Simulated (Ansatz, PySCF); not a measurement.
Process, species as SMILES: C=CC + 3 [H][H] (H2) → 3 C (CH4)
Structures are relaxed separately at B3LYP-D3(BJ)/def2-TZVP in Ansatz (a quantum-chemistry and plane-wave program).

Property: energy of full hydrogenation (enthalpy at 298 K, with B3LYP-D3(BJ) rigid-rotor harmonic-oscillator terms from PySCF), in kcal/mol. Cores are frozen in the correlated levels unless marked. Spin-orbit coupling is left out. Non-relativistic. CBS marks a two-point X^-3 extrapolation of the correlation energy; Hartree-Fock from the larger set. The bracket is a focal-point correction in the basis named.

```json
[
 {"level": "revPBE/def2-TZVPD", "program": "Ansatz", "energy of full hydrogenation (kcal/mol)": "-56.8"},
 {"level": "BHLYP/def2-TZVPD", "program": "Ansatz", "energy of full hydrogenation (kcal/mol)": "-64.2"},
 {"level": "wB97M-V/def2-TZVPD", "program": "Ansatz", "energy of full hydrogenation (kcal/mol)": "[?]"},
 {"level": "CCSD/cc-pVDZ", "program": "Ansatz", "energy of full hydrogenation (kcal/mol)": "[?]"},
 {"level": "RI-MP2/CBS(aug-cc-pVTZ,aug-cc-pVQZ)+[CCSD(T)-MP2]/aug-cc-pVTZ", "program": "Ansatz", "energy of full hydrogenation (kcal/mol)": "-58.3"}
]
```

### Question
Some entries are withheld; supply them.

### Answer

- wB97M-V/def2-TZVPD, energy of full hydrogenation (kcal/mol): -59.4
- CCSD/cc-pVDZ, energy of full hydrogenation (kcal/mol): -61.1
